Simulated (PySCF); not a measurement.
Method: CAM-B3LYP-D3(BJ)/def2-TZVP (PySCF). Gas-phase values, no solvent. One relaxed conformer stands for a flexible species; it need not be the lowest. Delta-SCF ions had no search for a lower state. Excitations are Tamm–Dancoff values on a coarser integration grid. The basis has no diffuse functions, so Rydberg states are missing or too high.

Reference species (SMILES): `C=C(Cl)/C=C/[SiH3]` (Cl–C–C–C torsion 0°) (neutral, multiplicity 1).

* **LUMO**: -0.42 eV
* **HOMO–LUMO gap**: 8.00 eV
* **vertical ionisation energy (Delta-SCF)**: 9.08 eV
* **S1–T1 gap (TDA)**: 2.75 eV

After one change: the LUMO rises by 0.28 eV; the HOMO–LUMO gap decreases by 0.04 eV; the vertical ionisation energy (Delta-SCF) decreases by 0.29 eV; the S1–T1 gap (TDA) drops by 0.03 eV.

Problem. Which change was made? The new species is one of these.
A) `C=C/C([SiH3])=C/Cl` (C–C–C–Si torsion 0°)
B) `C=C/C(Cl)=C/[SiH3]` (C–C–C–Cl torsion 0°)
C) `C=C/C(Cl)=C\[SiH3]` (C–C–C–Cl torsion 0°)
D) `[SiH3]/C=C/C=C\Cl` (C–C–C–C torsion 180°)

Solution. A, `C=C/C([SiH3])=C/Cl` (C–C–C–Si torsion 0°)
